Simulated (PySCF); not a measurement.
Vertical excitations of a molecule C2H6N, multiplicity 2 from PySCF with TDA-CAM-B3LYP/def2-SVPD, as energy in eV (oscillator strength): 4.55 (0.005), 5.58 (0.015), 6.17 (0.007), 6.38 (0.006), 6.61 (0.014), 6.68 (0.004), 6.80 (0.002), 6.98 (0.010), 7.37 (0.024), 7.57 (0.001). The structure is a stationary point at PBE0-D3(BJ)/def2-TZVP. One conformer was computed; it need not be the lowest.

Task: Identify the compound among the candidates.
A) C[CH]N
B) [CH2]NC
C) CC[NH]
D) [CH2]CN

Result: D, [CH2]CN
